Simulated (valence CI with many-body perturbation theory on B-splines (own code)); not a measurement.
# Pd XIII: E2, E3, M1, M2 decay

Level of theory: relativistic CI+MBPT: six valence electrons over a frozen Dirac-Fock core [Ar] 3d10, radial functions for each j: 9 s, 9 p, 8 d, 6 f, 3 g, 1 h, with the one-electron correlation potential Σ1 (screened to all orders), the two-electron term Σ2, the three-electron term Σ3, Breit, model QED; selected single and double excitations, second order for the rest, scaled by the run's own slope (own B-spline code, finite nucleus).

No measured spectrum was set against this ion. As an estimate, levels hold to about 250 cm⁻¹ or 0.2 % of their energy and the worst to 1 %, as in measured heavy ions of charge 2 to 7; those with d or f electrons hold less well. Among the levels kept, up to 1400 cm⁻¹ of a level comes from second order outside the variational space, and about a tenth of that is noise between levels of different J, which matters for small intervals.

Lines 1 to 43 of 43 in falling wavelength, among levels below 73.138 eV, chosen from the decays that carry over 1 % of a level's rate. Wavelengths and rates use the calculated energies, so an error of 900 cm⁻¹ moves a line at 1054 nm by 9.5 % and its rate by three times that or more. Electric multipoles are in the length gauge, E1 and E2 with the static RPA response of the core. S is in atomic units (e²a₀⁴ for E2 and M2, e²a₀⁶ for E3), for M1 in squared Bohr magnetons. Weak lines are less certain than strong ones. Lines between different terms over intervals too small for the method are left out, as are lines whose strength nearly cancels. The highest levels of a list are the least certain.

Names give the largest LS component (configuration and term), which can be under half, so a name can repeat, a term be missing and a line seem to break the LS rules; names also repeat where a configuration has a term twice. Letters in brackets count levels of one name in rising energy.

| λ vac (nm) | Upper | Lower | Type | A (s⁻¹) | S (a.u.) |
| --- | --- | --- | --- | --- | --- |
| 1721 | 4s2 4p3 4d 5D°_4 | 4s2 4p3 4d 5D°_3 | M1 | 4.00e+00 | 6.80e+00 |
| 1054 | 4s2 4p3 4d 3F°_4 [a] | 4s2 4p3 4d 3G°_3 | M1 | 8.19e+00 | 3.20e+00 |
| 644.3 | 4s2 4p3 4d 3F°_4 [a] | 4s2 4p3 4d 3F°_3 [a] | M1 | 1.97e+01 | 1.76e+00 |
| 602.6 | 4s2 4p4 3P_1 | 4s2 4p4 3P_0 | M1 | 5.39e+01 | 1.31e+00 |
| 574.2 | 4s2 4p3 4d 3G°_5 | 4s2 4p3 4d 3G°_4 | M1 | 5.44e+01 | 4.20e+00 |
| 559.1 | 4s2 4p3 4d 1G°_4 | 4s2 4p3 4d 3G°_3 | M1 | 2.52e+01 | 1.47e+00 |
| 556.7 | 4s2 4p4 1D_2 | 4s2 4p4 3P_1 | M1 | 1.32e+01 | 4.23e-01 |
| 541.9 | 4s2 4p3 4d 3G°_4 | 4s2 4p3 4d 3D°_3 [a] | M1 | 6.64e+01 | 3.53e+00 |
| 521.6 | 4s2 4p3 4d 3F°_4 [b] | 4s2 4p3 4d 3F°_3 [b] | M1 | 1.01e+02 | 4.81e+00 |
| 405.6 | 4s2 4p4 3P_0 | 4s2 4p4 3P_2 | E2 | 4.66e-01 | 4.57e-01 |
| 289.7 | 4s2 4p3 4d 1G°_4 | 4s2 4p3 4d 3D°_3 [a] | M1 | 6.07e+00 | 4.92e-02 |
| 259.8 | 4s2 4p3 4d 1S°_0 | 4s2 4p3 4d 5D°_1 | M1 | 5.44e+02 | 3.54e-01 |
| 242.4 | 4s2 4p4 3P_1 | 4s2 4p4 3P_2 | M1 | 1.32e+03 | 2.09e+00 |
| 211.5 | 4s2 4p3 4d 3G°_4 | 4s2 4p3 4d 5D°_4 | M1 | 6.67e+02 | 2.11e+00 |
| 191.0 | 4s2 4p3 4d 3F°_4 [b] | 4s2 4p3 4d 3G°_5 | M1 | 5.31e+02 | 1.23e+00 |
| 186.2 | 4s2 4p3 4d 3F°_4 [b] | 4s2 4p3 4d 1G°_4 | M1 | 2.38e+02 | 5.12e-01 |
| 182.0 | 4s2 4p3 4d 3F°_4 [a] | 4s2 4p3 4d 5D°_4 | M1 | 2.34e+02 | 4.71e-01 |
| 168.9 | 4s2 4p4 1D_2 | 4s2 4p4 3P_2 | M1 | 1.18e+03 | 1.05e+00 |
| 164.6 | 4s2 4p3 4d 3F°_4 [a] | 4s2 4p3 4d 5D°_3 | M1 | 1.70e+02 | 2.53e-01 |
| 161.0 | 4s2 4p3 4d 3F°_4 [b] | 4s2 4p3 4d 3F°_4 [a] | M1 | 5.04e+02 | 7.02e-01 |
| 157.9 | 4s2 4p3 4d 1G°_4 | 4s2 4p3 4d 5D°_4 | M1 | 1.50e+02 | 1.97e-01 |
| 154.6 | 4s2 4p3 4d 3G°_5 | 4s2 4p3 4d 5D°_4 | M1 | 1.59e+02 | 2.40e-01 |
| 154.6 | 4s2 4p3 4d 3G°_5 | 4s2 4p3 4d 5D°_4 | E2 | 4.02e+00 | 3.48e-01 |
| 144.6 | 4s2 4p3 4d 1G°_4 | 4s2 4p3 4d 5D°_3 | M1 | 7.05e+01 | 7.11e-02 |
| 143.3 | 4s2 4p3 4d 3F°_4 [b] | 4s2 4p3 4d 3G°_4 | M1 | 1.67e+03 | 1.64e+00 |
| 139.7 | 4s2 4p3 4d 3F°_4 [b] | 4s2 4p3 4d 3G°_3 | M1 | 2.62e+02 | 2.38e-01 |
| 130.6 | 4s2 4p4 1S_0 | 4s2 4p4 3P_1 | M1 | 8.40e+03 | 6.93e-01 |
| 128.8 | 4s2 4p3 4d 3F°_4 [b] | 4s2 4p3 4d 3F°_3 [a] | M1 | 6.69e+01 | 4.77e-02 |
| 113.3 | 4s2 4p3 4d 3F°_4 [b] | 4s2 4p3 4d 3D°_3 [a] | M1 | 5.02e+02 | 2.44e-01 |
| 85.43 | 4s2 4p3 4d 3F°_4 [b] | 4s2 4p3 4d 5D°_4 | M1 | 7.42e+02 | 1.54e-01 |
| 81.39 | 4s2 4p3 4d 3F°_4 [b] | 4s2 4p3 4d 5D°_3 | M1 | 7.35e+01 | 1.32e-02 |
| 77.60 | 4s2 4p3 4d 5D°_4 | 4s 4p5 3P°_2 | E2 | 8.51e+00 | 1.92e-02 |
| 70.70 | 4s2 4p3 4d 1S°_0 | 4s 4p5 3P°_1 | M1 | 6.53e+01 | 8.55e-04 |
| 56.77 | 4s2 4p3 4d 3G°_4 | 4s 4p5 3P°_2 | E2 | 5.10e+01 | 2.42e-02 |
| 52.03 | 4s2 4p3 4d 1G°_4 | 4s 4p5 3P°_2 | E2 | 1.04e+01 | 3.17e-03 |
| 40.66 | 4s2 4p3 4d 3F°_4 [b] | 4s 4p5 3P°_2 | E2 | 4.67e+02 | 4.17e-02 |
| 23.55 | 4s2 4p3 4d 1S°_0 | 4s2 4p4 1D_2 | M2 | 1.01e+02 | 6.51e-05 |
| 22.88 | 4s2 4p3 4d 3G°_4 | 4s2 4p4 1D_2 | M2 | 1.04e+02 | 5.24e-04 |
| 22.48 | 4s2 4p3 4d 3F°_4 [a] | 4s2 4p4 1D_2 | M2 | 4.83e+01 | 2.23e-04 |
| 22.27 | 4s2 4p3 4d 5D°_4 | 4s2 4p4 3P_2 | M2 | 1.46e+02 | 6.43e-04 |
| 22.06 | 4s2 4p3 4d 1G°_4 | 4s2 4p4 1D_2 | M2 | 7.86e+01 | 3.30e-04 |
| 19.51 | 4s2 4p3 4d 1G°_4 | 4s2 4p4 3P_2 | M2 | 1.11e+01 | 2.51e-05 |
| 19.46 | 4s2 4p3 4d 3G°_5 | 4s2 4p4 3P_2 | E3 | 6.11e+00 | 2.26e+00 |
